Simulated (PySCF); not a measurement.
Species: Nb(CH2)Cl3, CH2Cl3Nb (singlet state).
Bonds: Nb1–C2, Nb1–Cl5, Nb1–Cl6, Nb1–Cl7. Hydrogens: H3, H4 on C2.

A GFN2-xTB structure was refined with PBE0-D3(BJ)/def2-SVP geometry optimisation, gas phase, def2 core potentials past Kr (PySCF 2.14.0). Its GFN2-xTB values:

| coordinate | GFN2-xTB |
| --- | --- |
| Nb1–C2 | 1.994 Å |
| Nb1–Cl5 | 2.190 Å |
| Nb1–Cl7 | 2.270 Å |
| C2–H3 | 1.095 Å |
| C2–Nb1–Cl5 | 107.1° |
| C2–Nb1–Cl6 | 107.1° |
| C2–Nb1–Cl7 | 104.8° |
| Cl5–Nb1–Cl6 | 124.8° |
| Cl5–Nb1–Cl7 | 105.8° |
| Cl6–Nb1–Cl7 | 105.6° |

Q: How do these coordinates change at the PBE0-D3(BJ)/def2-SVP level?

A: 
```tsv
coordinate	PBE0-D3(BJ)/def2-SVP (Å or °)	change
Nb1–C2	1.878	-0.116
Nb1–Cl5	2.272	+0.082
Nb1–Cl7	2.300	+0.030
C2–H3	1.103	+0.008
Cl5–Nb1–Cl6	120.0	-4.8
Cl5–Nb1–Cl7	110.2	+4.4
Cl6–Nb1–Cl7	108.3	+2.7
C2–Nb1–Cl7	103.7	-1.1
C2–Nb1–Cl6	106.4	-0.7
C2–Nb1–Cl5	107.1	0.0
```

The energy falls by 0.341 eV over 12 energy and gradient evaluations, the largest force component goes from 0.0699 to 4.4e-04 Eh/bohr, and the atoms move by 0.121 Å rms after alignment. The bond that changes most is Nb1–C2 (ends: niobium bonded to C and 3 Cl; carbon bonded to Nb and 2 H), which shortens by 0.116 Å. Bonds longer at the end by more than 0.005 Å: 4 of 6; shorter: 1. Rotational constants go from 1654, 1400, 1066 to 1568, 1398, 996.5 MHz.

The run used 109 basis functions and 93 SCF cycles in all. Time: 61 s of wall time. Hardware: an Arm Neoverse V2 with one thread, no GPU, shared host.

No frequency check.
